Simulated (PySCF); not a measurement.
C3H9ClGe, charge -1, doublet, geometry from GFN2-xTB (a state made from the parent by changing its charge; the spin is typed, not shown lowest) (in this run its highest filled SCF level lies above zero, so its values depend strongly on the basis, on diffuse functions most of all); PySCF with B3LYP/STO-3G.

The PySCF input:
```python
from pyscf import gto, scf, dft

mol = gto.Mole()
mol.atom = '''
    C    -0.96925094    1.64446972   -1.61722495
    Ge   -0.14528057    0.32384413   -0.16067154
    C     1.43507383   -0.35473255   -1.26856155
    C    -1.44305596   -1.23333830   -0.43702018
    Cl    0.80727249   -0.60480347    2.15509564
    H    -1.07320950    1.10152280   -2.55072330
    H    -1.94750321    2.00589484   -1.31318889
    H    -0.32297419    2.50181430   -1.78254337
    H     1.92826762   -1.17571004   -0.75874842
    H     1.07953483   -0.70629199   -2.23537789
    H     2.17100011    0.42823066   -1.43890885
    H    -1.48664574   -1.48966911   -1.49396403
    H    -2.44791304   -0.98178347   -0.10442512
    H    -1.11181246   -2.10375431    0.11958318
'''
mol.basis = 'sto-3g'
mol.charge = -1
mol.spin = 1
mol.verbose = 4
mol.build()

mf = dft.UKS(mol)
mf.xc = 'b3lyp'
mf.kernel()
```

Task: Write the output that PySCF gives for this input, abridged.

Result: 
```
PySCF version 2.14.0

[INPUT] verbose = 4
[INPUT] num. atoms = 14
[INPUT] num. electrons = 77
[INPUT] charge = -1
[INPUT] spin (= nelec alpha-beta = 2S) = 1
[INPUT] symmetry False subgroup None
[INPUT] Mole.unit = angstrom
[INPUT] Symbol           X                Y                Z      unit          X                Y                Z       unit  Magmom
[INPUT]  1 C     -0.969250940000   1.644469720000  -1.617224950000 AA   -1.831618822577   3.107597390940  -3.056112237313 Bohr   0.0
[INPUT]  2 Ge    -0.145280570000   0.323844130000  -0.160671540000 AA   -0.274540488521   0.611976712748  -0.303625206612 Bohr   0.0
[INPUT]  3 C      1.435073830000  -0.354732550000  -1.268561550000 AA    2.711896507231  -0.670347366969  -2.397233901654 Bohr   0.0
[INPUT]  4 C     -1.443055960000  -1.233338300000  -0.437020180000 AA   -2.726980546821  -2.330671605937  -0.825848451108 Bohr   0.0
[INPUT]  5 Cl     0.807272490000  -0.604803470000   2.155095640000 AA    1.525523913996  -1.142912917487   4.072540531844 Bohr   0.0
[INPUT]  6 H     -1.073209500000   1.101522800000  -2.550723300000 AA   -2.028072029281   2.081576411964  -4.820168456547 Bohr   0.0
[INPUT]  7 H     -1.947503210000   2.005894840000  -1.313188890000 AA   -3.680247693611   3.790591882278  -2.481567351922 Bohr   0.0
[INPUT]  8 H     -0.322974190000   2.501814300000  -1.782543370000 AA   -0.610332764403   4.727743841520  -3.368518774459 Bohr   0.0
[INPUT]  9 H      1.928267620000  -1.175710040000  -0.758748420000 AA    3.643897696667  -2.221769977501  -1.433826711246 Bohr   0.0
[INPUT] 10 H      1.079534830000  -0.706291990000  -2.235377890000 AA    2.040025170629  -1.334698425074  -4.224251997008 Bohr   0.0
[INPUT] 11 H      2.171000110000   0.428230660000  -1.438908850000 AA    4.102595624301   0.809238665542  -2.719143644713 Bohr   0.0
[INPUT] 12 H     -1.486645740000  -1.489669110000  -1.493964030000 AA   -2.809353292851  -2.815066634125  -2.823182856652 Bohr   0.0
[INPUT] 13 H     -2.447913040000  -0.981783470000  -0.104425120000 AA   -4.625885222351  -1.855301871925  -0.197334877325 Bohr   0.0
[INPUT] 14 H     -1.111812460000  -2.103754310000   0.119583180000 AA   -2.101021051279  -3.975519479273   0.225979459305 Bohr   0.0

nuclear repulsion = 441.166006054102
number of shells = 31
number of NR pGTOs = 153
number of NR cGTOs = 51
basis = sto-3g
ecp = {}

******** <class 'pyscf.dft.uks.UKS'> ********
method = UKS
initial guess = minao
damping factor = 0
level_shift factor = 0
DIIS = <class 'pyscf.scf.diis.CDIIS'>
diis_start_cycle = 1
diis_space = 8
diis_damp = 0
SCF conv_tol = 1e-09
SCF conv_tol_grad = None
SCF max_cycles = 50
direct_scf = True
direct_scf_tol = 1e-13
number electrons alpha = 39  beta = 38
XC library pyscf.dft.libxc version 7.1.2
    S. Lehtola, C. Steigemann, M. J. T. Oliveira, and M. A. L. Marques,  SoftwareX 7, 1–5 (2018)
XC functionals = b3lyp
    P. J. Stephens, F. J. Devlin, C. F. Chabalowski, and M. J. Frisch,  J. Phys. Chem. 98, 11623 (1994)
radial grids:
    Treutler-Ahlrichs [JCP 102, 346 (1995); DOI:10.1063/1.469408] (M4) radial grids

becke partition: Becke, JCP 88, 2547 (1988); DOI:10.1063/1.454033
pruning grids: <function nwchem_prune>
grids dens level: 3
symmetrized grids: False
atomic radii adjust function: <function treutler_atomic_radii_adjust>
small_rho_cutoff = 0
Set gradient conv threshold to 3.16228e-05
tot grids = 170152
init E= -2623.56390826851

cycle= 1 E= -2626.31260188891  delta_E= -2.75  |g|= 0.434  |ddm|= 2.98
cycle= 2 E= -2625.97378400948  delta_E= 0.339  |g|= 0.742  |ddm|= 2.06
cycle= 3 E= -2626.47270653036  delta_E= -0.499  |g|= 0.153  |ddm|= 1.77
cycle= 4 E= -2626.49208706424  delta_E= -0.0194  |g|= 0.0438  |ddm|= 0.327
cycle= 5 E= -2626.49341477997  delta_E= -0.00133  |g|= 0.0205  |ddm|= 0.101
cycle= 6 E= -2626.49376180547  delta_E= -0.000347  |g|= 0.00431  |ddm|= 0.0379
cycle= 7 E= -2626.49378864174  delta_E= -2.68e-05  |g|= 0.000704  |ddm|= 0.0135
cycle= 8 E= -2626.49379030429  delta_E= -1.66e-06  |g|= 0.000207  |ddm|= 0.0047
cycle= 9 E= -2626.49379048651  delta_E= -1.82e-07  |g|= 0.000122  |ddm|= 0.00163
cycle= 10 E= -2626.49379051997  delta_E= -3.35e-08  |g|= 4.52e-05  |ddm|= 0.00063
cycle= 11 E= -2626.4937905259  delta_E= -5.93e-09  |g|= 8.8e-06  |ddm|= 0.00032
cycle= 12 E= -2626.49379052626  delta_E= -3.54e-10  |g|= 1.74e-06  |ddm|= 8.51e-05
Extra cycle  E= -2626.49379052626  delta_E= -7.73e-12  |g|= 8.66e-07  |ddm|= 1.17e-05
converged SCF energy = -2626.49379052626  <S^2> = 0.75181717  2S+1 = 2.0018163
```
